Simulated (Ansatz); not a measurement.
Consider the redistribution: `[CH3][Zn][Br]` + `O[CH2][SnH]([F])[Cl]` → `[CH3][Zn][CH2]O` + `[F][SnH]([Cl])[Br]`.

Computed with Ansatz on PBE0-D4/def2-TZVP structures; ΔE is electronic, products minus reactants. CCSD(T)/CBS adds triple-zeta CCSD(T) − MP2 to the extrapolated MP2 energy (def2 sets, frozen cores). Functionals use def2-TZVPP. Elements past krypton have def2 core potentials. For Br, Sn, Zn outer-core shells are correlated without core-valence functions, which leaves a few kJ/mol of doubt a bond. Scalar relativity is left out up to krypton. Each species was taken in one conformer, which may not be the lowest.

(1) Is it downhill or uphill in electronic energy at CCSD(T)/CBS, and by how much? (Best estimate.)

(2) What do these levels give: PBE-D4, r2SCAN-D4, ωB97M-V, B2PLYP, r2SCAN, PBE0, HF/def2-TZVPP, SCS-MP2/def2-TZVPP, CCSD/def2-TZVPP, HF/def2-QZVPP, SCS-MP2/def2-QZVPP, MP2/CBS(def2)? (Best estimate.)

Largest T1 diagnostic among the species: 0.013.

Results:

(1) Ansatz gave: Uphill: ΔE = +89.5 kJ/mol.

(2) Ansatz gave: PBE-D4 74.8, r2SCAN-D4 81.4, ωB97M-V 86.7, B2PLYP 85.8, r2SCAN 81.2, PBE0 85.9, HF/def2-TZVPP 111.8, SCS-MP2/def2-TZVPP 89.2, CCSD/def2-TZVPP 94.0, HF/def2-QZVPP 111.1, SCS-MP2/def2-QZVPP 88.8, MP2/CBS(def2) 87.3 kJ/mol.

In def2-TZVPP, CCSD(T) changes the Hartree–Fock value by −21.9 kJ/mol (the triples alone add −4.0 kJ/mol) and MP2 by −24.1 kJ/mol. From PBE to PBE0 (25 % exact exchange), in def2-TZVPP and without D4, ΔE moves by +10.9 kJ/mol.
